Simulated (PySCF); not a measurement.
Computed vibrations of Hf(OH)4

Hf(OH)4 (singlet). PySCF 2.14.0, RKS BP86, Hf def2-SVP with ECP60, O def2-SVP, H def2-SVP; non-relativistic Hamiltonian with scalar-relativistic core potentials where named; density fitting; no spin-orbit coupling. Central differences of gradients.

```xyz
9

Hf    0.0000    0.0000   -0.0535
O     1.9684    0.0000    0.1263
H     2.8980    0.0000    0.3854
O     0.0000    1.9684    0.1263
H     0.0000    2.8980    0.3854
O    -1.9684    0.0000    0.1263
H    -2.8980    0.0000    0.3854
O     0.0000   -1.9684    0.1263
H     0.0000   -2.8980    0.3854
```

Run from Python with OMP_NUM_THREADS=2. Where DIIS fails, smearing, a level shift and second-order steps follow.
It took 53 s on 2 threads of Arm Neoverse V1 (shared host).

Problem. What are the harmonic wavenumbers and infrared intensities?

Solution. Modes are labelled in C4v; negative numbers are unstable modes, those under 60 cm⁻¹ near the noise; a finer grid moves soft modes by up to 10 cm⁻¹.
```
cm⁻¹  km/mol  symmetry
-319       –         e
-319       –         e
-317       –        a2
-199       –        b2
-191       –        b1
  35     0.7        a1
 245    26.0         e
 245    26.0         e
 310     0.0        b2
 403     0.0        b1
 463   534.5        a1
 511    43.5         e
 511    43.5         e
 605     0.0        b1
 617   297.0         e
 617   297.0         e
 683     6.9        a1
3876     0.0        b1
3877   292.4         e
3877   292.4         e
3881    21.2        a1
```

Problem. Is this a minimum?

Solution. No: 5 unstable; the lowest moves the atoms so:
```
Hf   0.00  0.00  0.00
O   -0.01  0.00 -0.01
H   -0.01 -0.01  0.00
O    0.03  0.00  0.00
H   -0.71  0.00  0.00
O   -0.01  0.00  0.01
H   -0.01 -0.01  0.00
O    0.03  0.00  0.00
H   -0.71  0.00  0.00
```
